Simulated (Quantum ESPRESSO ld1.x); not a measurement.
Problem. Ne3+, 7 electrons, occupied as [He] 2s1.5 2p3 3s0.5 (fractional occupations, a model configuration). Method: non-relativistic Kohn-Sham, LDA (Slater exchange, Perdew-Wang correlation), spin-polarised, spherical densities, point nucleus; open shells are filled with parallel spins first; computed with ld1.x of Quantum ESPRESSO 7.5. Some entries of the table are withheld. Estimate them.

orbital  occ.  eigenvalue (eV)  <r> (bohr)
1s up       1         -919.290         (1)
1s down     1         -914.132         (2)
2s up       1              (3)      0.7810
2s down   0.5              (4)      0.8055
2p up       3         -91.1939      0.7269
2p down     0         -79.7712      0.7619
3s up     0.5         -31.6382         (5)
3s down     0         -28.9080         (6)

Solution. 
(1) 1s up <r> (bohr): 0.1589
(2) 1s down <r> (bohr): 0.1582
(3) 2s up eigenvalue (eV): -112.688
(4) 2s down eigenvalue (eV): -101.930
(5) 3s up <r> (bohr): 2.262
(6) 3s down <r> (bohr): 2.372
